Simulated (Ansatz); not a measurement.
A made-up structure of BSiH$_{4}$OF, singlet:

```xyz
8
angstrom
O 0.3112 1.5228 -0.0417
Si -0.2976 0.0501 -0.4662
B 0.4037 -0.7611 0.8661
F 0.0415 -1.9522 0.7418
H 0.0757 2.0441 -0.5734
H 0.2255 -0.5665 -1.8501
H -1.8937 -0.0942 -0.4502
H 1.1336 -0.2430 1.7737
```

It is relaxed with PBE-D4/def2-SVP and then PBE0-D4/def2-TZVP (Ansatz 0.2.0). Atoms count as bonded within 1.22 times the sum of their covalent radii (H–H: 0.88 Å). The end point is not checked to be a true minimum.

(1) Does its bonding change? (Judge from chemistry; the calculation decides.)

Answers

(1) Computed: No: no bond forms or breaks.

Where it ends: The first stage lowers the energy by 3.68 eV in 7 steps. It ends as BSiH₄OF ([OH][SiH2][BH][F]):
```
8
angstrom
O 0.2135 1.6885 -0.2423
Si -0.2997 0.1380 -0.4994
B 0.4501 -0.9940 1.0147
F 0.1606 -2.2850 1.0418
H -0.0532 2.3583 -0.8727
H 0.1722 -0.3779 -1.8202
H -1.7917 0.0569 -0.5259
H 1.1481 -0.5848 1.9039
```

Labels in which every atom is bracketed show which atoms are joined, not bond orders.

For scale, one of the runs: PBE0-D4/def2-TZVP relaxation, 154 basis functions, launched by `ansatz run in.yaml --threads 2 --pin off --events-out ev --progress --plain --max-ram 4352MiB`. The run took about 14 s on 2 CPU threads of an Intel Xeon 6975P-C (shared host).
